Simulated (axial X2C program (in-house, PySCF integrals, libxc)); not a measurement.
Working with the constants of BaH⁺

A bond curve at the PBE0 level, two-component, was computed with an in-house relativistic program for diatomic molecules (basis Ba dyall-v2z [12s13p8d], H dyall-v2z [5s1p] (cores contracted in-house)) for the state Ω = 0 (closed shell). Its fit gives Re = 2.1394 Å, ωe = 1365.0 cm⁻¹, ωexe = 13.8 cm⁻¹ and αe = 6.162e-02 cm⁻¹; the masses are 137.9052 and 1.0078 u. Two-component means X2C with spin–orbit coupling and atomic mean-field Coulomb and Gaunt terms.

Problem. Find the reduced mass, Be and the force constant.

Solution. From the PBE0 values: μ = 1.0005 u. Be = 16.8576/(μ Re²) = 3.681 cm⁻¹. k = 5.8918×10⁻⁷ μ ωe² = 1.1 mdyn/Å.

Problem. Estimate the centrifugal constant by the Kratzer relation.

Solution. D = 4Be³/ωe² = 1.07e-04 cm⁻¹.

Problem. Scale the constants to the deuteride (D 2.0141 u) within the Born–Oppenheimer picture.

Solution. ρ = √(μH/μD) = 0.7099; ωe = 969.1, ωexe = 6.96, Be = 1.855 cm⁻¹; the zero-point energy falls by 196 cm⁻¹.

Problem. Give B0, the J = 1←0 line in GHz and the most populated J at 300 K (kT = 208.5 cm⁻¹).

Solution. B0 = Be − αe/2 = 3.65 cm⁻¹; 2B0 = 218.9 GHz; J(max) ≈ √(kT/2B0) − 1/2 = 4.8, so J = 5.

Problem. A Morse curve ties αe to the other constants (Pekeris). How well does that hold?

Solution. αe(Morse) = 6Be²/ωe × (√(ωexe/Be) − 1) = 5.577e-02 cm⁻¹; the PBE0 curve gives 6.162e-02 cm⁻¹, a ratio of 0.90.

One determinant describes the state; a PBE0 search over occupations chose it and may have missed a lower one.
